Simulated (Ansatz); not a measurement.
`O[SiH2]N[SiH2]F`. Total charge 0; spin multiplicity 1. All single points use the PBE0-D4/def2-TZVP geometry. It is one conformer, not always the lowest.

```xyz
11

O    -1.604    1.747    0.894
Si   -0.099    1.092    0.824
N    -0.104   -0.573    0.367
Si    0.616   -1.287   -1.007
F     2.124   -1.750   -0.738
H    -2.128    1.750    0.091
H     0.750    1.761   -0.194
H     0.419    1.271    2.197
H    -0.513   -1.215    1.034
H    -0.127   -2.513   -1.376
H     0.665   -0.284   -2.092
```

(1) What is the dipole moment at PBE/def2-TZVPP? (An estimate is asked.)

(2) And with r2SCAN, B3LYP, ωB97M-V? (Best estimate.)

(3) Give the Mulliken charges with PBE, r2SCAN, ωB97M-V in def2-TZVPP. (Best estimate.)

Answers

(1) The calculation gave: 1.91 D, with components (-1.83, -0.24, -0.49) D in this frame, pointing from negative to positive charge.

(2) The calculation gave: r2SCAN 1.94 D, B3LYP 1.94 D, ωB97M-V 1.94 D.

(3) Ansatz gave: 
```
atom    PBE  r2SCAN  ωB97M-V
  O1  -0.34   -0.41    -0.37
 Si2   0.41    0.54     0.44
  N3  -0.28   -0.40    -0.35
 Si4   0.50    0.62     0.52
  F5  -0.28   -0.32    -0.32
  H6   0.18    0.20     0.17
  H7  -0.09   -0.10    -0.05
  H8  -0.07   -0.08    -0.04
  H9   0.14    0.14     0.10
 H10  -0.08   -0.09    -0.05
 H11  -0.08   -0.09    -0.05
```

B3LYP here is the variant with VWN-RPA as its local correlation; programs differ in this.
